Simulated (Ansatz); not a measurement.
```xyz
8

B     0.0214   -0.0316   -0.8753
N    -0.0076   -0.0103    0.7534
H     0.0592   -1.1526   -1.2031
H    -1.0558    0.5454   -1.2921
H     0.9555    0.5447   -1.2198
H     0.0627    0.9496    1.1183
H    -0.8932   -0.5151    1.0814
H     0.8056   -0.4521    1.0473
```

Basis set: 6-31G (spherical functions). Correlated methods keep 2 orbitals frozen. Charge 0, multiplicity 1.

Computed with Ansatz (development build ahead of 0.2.0); each method stands on the lowest determinant of its kind that the runs found. Restricted open shells among the atoms or ions are ROHF, correlated in semicanonical orbitals with singles.

The atomization energy at this shape (free ground-state atoms in the same class of orbitals less the molecule, no zero-point energy) of singlet BNH6:

```json
{"method": "RHF", "atomization energy": "18.43 eV"}
```

(1) What does RHF-MP2 give?

Results:

(1) 22.03 eV.

This basis has no polarisation functions and is too small for such energies, which can lie far from measured ones in either direction.
